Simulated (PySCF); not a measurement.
## Functional dependence of a UV spectrum

Compound: C5H4F2.
SMILES with atom numbers: `[F:1][C:2]1=[CH:3][CH2:4][CH:5]=[C:6]1[F:7]` (hydrogens: H8 on C3; H9, H10 on C4; H11 on C5)

Linear-response calculations in the def2-SVPD basis (PySCF; singlets by full response, triplets Tamm–Dancoff, core orbitals frozen in the response; HF means time-dependent Hartree–Fock). 'Strongest' is the level of largest summed f among the singlets computed (10 roots, of which the last may lack a degenerate partner); it can jump between rows when another state enters that window. S1 is the lowest singlet of each run and needn't be the same state throughout; f(S1) is that of one state. Isolated species at its PBE0-D3(BJ)/def2-SVP geometry, gas phase.

| functional | kind | S1 (eV) | f(S1) | strongest (eV) | T1 (eV) | HOMO (eV) | gap (eV) | ionisation energy, ΔSCF (eV) |
| --- | --- | --- | --- | --- | --- | --- | --- | --- |
| LDA | LDA | 5.12 | 0.092 | 5.12 | 3.45 | -5.88 | 3.96 | 9.05 |
| PBE | GGA | 5.09 | 0.088 | 5.09 | 3.25 | -5.67 | 3.96 | 8.76 |
| B3LYP | global hybrid, 20% exact exchange | 5.23 | 0.097 | 5.23 | 3.24 | -6.58 | 5.53 | 8.88 |
| PBE0 | global hybrid, 25% exact exchange | 5.33 | 0.099 | 5.33 | 3.20 | -6.78 | 5.97 | 8.86 |
| BHandHLYP | global hybrid, 50% exact exchange | 5.43 | 0.106 | 8.57 | 3.14 | -7.74 | 7.94 | 8.79 |
| CAM-B3LYP | range-separated hybrid | 5.38 | 0.101 | 8.40 | 3.24 | -8.10 | 8.39 | 8.97 |
| wB97X-D | range-separated hybrid | 5.39 | 0.102 | 8.46 | 3.33 | -8.61 | 9.59 | 8.91 |
| LC-wPBE | range-separated hybrid | 5.56 | 0.100 | 8.60 | 3.19 | -9.44 | 10.86 | 9.04 |
| HF | Hartree–Fock | 5.57 | 0.116 | 8.43 | 2.73 | -9.08 | 11.94 | not settled |

S1 runs from 5.09 eV (PBE) to 5.57 eV (HF), a spread of 0.48 eV, while the orbital gap spreads over 8.0 eV. Along PBE (0%), B3LYP (20%), PBE0 (25%), BHandHLYP (50%), HF (100%) S1 rises with the share of exact exchange. −ε(HOMO) comes closest to its own ΔSCF ionisation energy with wB97X-D (-0.29 eV) and misses most with LDA (-3.17 eV). 'Not settled' means that the ion's SCF failed to converge or may have ended in another state than the lowest.
